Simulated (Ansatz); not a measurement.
Species: C₂H₁₀Si₂, SMILES `C[SiH2][SiH2]C` (C–Si–Si–C torsion 180°) (charge 0, multiplicity 1), formula C2H10Si2.

How many basis functions does frozen-core CCSD(T)/cc-pVTZ // TPSSh-D3(BJ)/def2-TZVP (Ansatz, a program for electronic structure) use, how many core orbitals are frozen, and how many electrons are correlated?

268 basis functions and 12 frozen orbitals, which leaves 26 correlated electrons. Core time is of the order of minutes.
